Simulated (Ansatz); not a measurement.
Ansatz (a first-principles code) input:

Ansatz 0.2 input:
```yaml
crystal:
  periodic: [false, false, false]
  atoms:
    - {symbol: W, position_ang: [0.14753708, -0.07594046, 0.18022181]}
    - {symbol: O, position_ang: [1.60724901, -0.77887845, -0.36763259]}
    - {symbol: O, position_ang: [-0.62096651, -1.08500986, 1.32748219]}
    - {symbol: Cl, position_ang: [-1.10635317, 1.20768825, -1.23618887]}
basis:
  gaussian:
    orbitals: def2-TZVP
hamiltonian:
  xc: b3lyp
  dispersion: d3bj
magnetization: {spin_polarized: true, initial_magnetization: 1}
phonons: {temperatures: {t_min: 298.15, t_max: 298.15, t_step: 100}}
```

What final total energy does it print?

-677.99535 Eh (B3LYP-D3(BJ)/def2-TZVP). The basis has 139 functions.

The spin state was set by rule; other spins were not relaxed.
